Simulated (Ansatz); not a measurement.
```yaml
atoms:
  - { symbol: Co, position_ang: [0.0000, 0.0000, 0.0000] }
  - { symbol: O, position_ang: [0.0000, 0.0000, 1.6300] }
```

Basis set: pcseg-2 (spherical functions). Charge 0, multiplicity 4.

Computed with Ansatz (development build ahead of 0.2.0); each method stands on the lowest determinant of its kind that the runs found.

Give the atomization energy at this shape (free ground-state atoms in the same class of orbitals less the molecule, no zero-point energy) of quartet CoO by ωB97X (unrestricted), PBE (unrestricted), PBE0 (unrestricted), ROHF.

```
              method  atomization energy
ωB97X (unrestricted)      89.51 kcal/mol
  PBE (unrestricted)     115.45 kcal/mol
 PBE0 (unrestricted)      85.84 kcal/mol
                ROHF     -25.43 kcal/mol
```

Caution: other spin multiplicities were not run. Caution for ROHF: no unrestricted run beside it, a lower state can exist; the molecule lies well above its atoms at this level.

The shape needn't be a minimum at these levels.
